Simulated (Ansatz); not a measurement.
`O[SiH](F)[SiH2]Cl` → `O[SiH]` + `F[SiH2]Cl`  (silylene formation by 1,1-elimination)

Program: Ansatz. Geometries: PBE0-D4/def2-TZVP. ΔE: electronic, gas phase. CCSD(T)/CBS is the MP2 limit (def2-TZVPP, def2-QZVPP) plus CCSD(T) − MP2 in def2-TZVPP, frozen cores. This one scheme is used for every species. Functionals use def2-TZVPP. B3LYP here is the variant with VWN-RPA as its local correlation; programs differ in this. Each species was taken in one conformer, which may not be the lowest.

`O[SiH](F)[SiH2]Cl`:

Cartesian coordinates in Å:
```
O -0.110 1.077 -1.665
Si -0.190 -0.415 -1.010
F -1.680 -0.994 -1.073
Si 0.395 -0.258 1.262
Cl -0.308 1.608 1.838
H -0.389 1.816 -1.118
H 0.656 -1.292 -1.848
H -0.238 -1.275 2.137
H 1.864 -0.267 1.477
```

`O[SiH]`:

Cartesian coordinates in Å:
```
O -0.542 -0.480 -0.282
Si 0.621 0.668 -0.006
H -0.863 -0.505 -1.188
H 0.783 0.318 1.476
```

`F[SiH2]Cl`:

Cartesian coordinates in Å:
```
F 1.130 -0.684 -0.890
Si 0.003 -0.100 0.067
Cl -0.528 1.750 -0.594
H 0.568 0.022 1.424
H -1.173 -0.988 -0.007
```

CCSD(T)/CBS gives +1.93 eV.

(1) Another level gave +1.74 eV. Which?
A. PBE/def2-TZVPP
B. ωB97M-V/def2-TZVPP
C. B3LYP/def2-TZVPP
D. PBE0-D4/def2-TZVPP

Largest T1 diagnostic among the species: 0.016.

Results:

(1) C. B3LYP 1.74, PBE0-D4 2.13, PBE 1.92, ωB97M-V 1.83 eV.

In def2-TZVPP, CCSD(T) changes the Hartree–Fock value by +0.09 eV (the triples alone add +0.03 eV) and MP2 by +0.20 eV. From r2SCAN to r2SCAN0 (25 % exact exchange), in def2-TZVPP and without D4, ΔE moves by +0.03 eV.
